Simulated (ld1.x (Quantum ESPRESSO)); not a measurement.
The numbers below are computed, except where a source is named.
**Pseudopotentials across the periodic table**

Generated with ld1.x 7.5 (TM, RRKJ, ultrasoft, PAW), atompaw 4.2 or ONCVPSP 4.0.1. The cutoff is in Ry: for ld1.x and atompaw files where the sum of valence levels is converged to 10 mRy in a Bessel basis, for ONCV files where the hardest occupied wave has 1 mHa per electron of residual kinetic energy. The error is the largest all-electron minus pseudo excitation energy over each file’s own four to seven test configurations (ionisations up to +4, promotions, holes and added fractions of an electron), all of which were solved. The labels leave out finer settings (local radius, basis sizes, second energies), which also bear on the numbers. Spin-polarised tests are not counted. The rows are a selection from randomly drawn settings: files with unsolved tests, undetermined cutoffs or missed reference levels are left out.

A true bound ghost makes a file unfit for plane-wave use even where its test errors are small: the radial tests pick states by their node count and pass the ghost by.

```csv
element,potential,cutoff (Ry),largest error (meV),bound ghosts
Ga,"TM, PBE, scalar-relativistic, rc 1.70/1.75 (sp), local smoothed, core correction yes, reference 4s1 4p0",12,-128,none
Pd,"RRKJ, PBE, scalar-relativistic, rc 0.90/1.10/1.90 (spd), local p, core correction yes, reference 4s2 4p6 4d9 5s0 5p0",180,-107,none
Sn,"TM, BLYP, scalar-relativistic, rc 2.05/1.80 (sp), local smoothed, core correction yes, reference 5s1 5p3",30,-197,none
Pt,"TM, LDA (PZ), non-relativistic, rc 2.35/3.40/1.80 (spd), local s, core correction no, reference 5d9 6s0.5 6p0.5",45,-378,none
```

Fill in the row for Sr: TM semilocal, LDA (PZ), scalar-relativistic, rc 3.40/1.90/2.60 (spd), local s, core correction no, reference 4p6 4d0 5s0 5p0.

cutoff 30 Ry, largest error +70 meV, bound ghosts: none.

Fill in the row for Cu: ultrasoft, PBE, scalar-relativistic, rc 2.00/1.95/1.70 (spd), local smoothed, core correction no, reference 3d9 4s0 4p0.

cutoff 40 Ry, largest error -125 meV, bound ghosts: none.

Fill in the row for Kr: TM, PBE, scalar-relativistic, rc 1.30/1.40/1.20 (spd), local s, core correction no, reference 4s2 4p5.

cutoff 55 Ry, largest error -89 meV, bound ghosts: p, d.
